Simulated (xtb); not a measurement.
HNaO, charge -1, doublet, at a GFN2-xTB geometry (such geometries of metal compounds can be far from the true shape) (a state made from the parent by changing its charge; the spin is typed, not shown lowest). Base run: GFN2-xTB (xtb).

xtb was given this input:
```
$ xtb mol.xyz --gfn 2 --chrg -1 --uhf 1 --json

# file mol.xyz
3

Na    -0.00000000    -0.00000000    -1.21477043
O      0.00000000     0.00000000     1.37739347
H      0.00000000     0.00000000     2.34332695
```

Each row names what was changed in the base input (with any setting that the change needs).

```csv
change,ΔE vs base (kJ/mol),G_solv (kcal/mol),SCF cycles
base,0.00,-,13
alpb = chcl3,-322.6,-79.22,9
gbsa = thf,-317.9,-77.08,10
file = coord,0.00,-,13
etemp = 3000,-0.84,-,13
alpb = methanol,-331.9,-81.10,10
acc = 0.0001,0.00,-,16
```

ALPB and GBSA are two models with their own fitted parameters for each solvent, which aren't always the measured dielectric constant.
